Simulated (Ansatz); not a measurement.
`[OH][GeH2][TeH]` + `C=C[SiH2]O` → `O[SiH2]/C=[CH]\[GeH2][OH]` + H₂Te  (formal exchange of groups at a Ge–Te bond)

Gas-phase electronic energies from Ansatz, PBE0-D4/def2-TZVP geometries. CCSD(T)/CBS adds triple-zeta CCSD(T) − MP2 to the extrapolated MP2 energy (def2 sets, frozen cores). DFT in def2-TZVPP. B3LYP here is the variant with VWN-RPA as its local correlation; programs differ in this. def2 core potentials past Kr. For Ge, Te outer-core shells are correlated without core-valence functions, which leaves a few kJ/mol of doubt a bond. Scalar relativity is left out up to krypton. One conformer a species, not always the lowest.

Question: Is it downhill or uphill in electronic energy at CCSD(T)/CBS, and by how much? (Best estimate.)

Answer: Computed: Uphill: ΔE = +76.9 kJ/mol.

Question: What do these levels give: r2SCAN-D4, PBE0-D4, PBE0, B3LYP, HF/CBS(def2), CCSD/CBS(def2)? (Estimate.)

Answer: Computed: r2SCAN-D4 80.5, PBE0-D4 81.7, PBE0 85.8, B3LYP 86.0, HF/CBS(def2) 88.4, CCSD/CBS(def2) 78.0 kJ/mol.

Largest T1 diagnostic among the species: 0.012.

In def2-TZVPP, CCSD(T) changes the Hartree–Fock value by −16.4 kJ/mol (the triples alone add −1.0 kJ/mol) and MP2 by −10.2 kJ/mol. The D4 term adds −7.2 kJ/mol with B3LYP and −4.1 kJ/mol with PBE0; it sums over pairs of atoms, weighted by their polarisabilities, and B3LYP, whose exchange is more repulsive, gets the larger term.
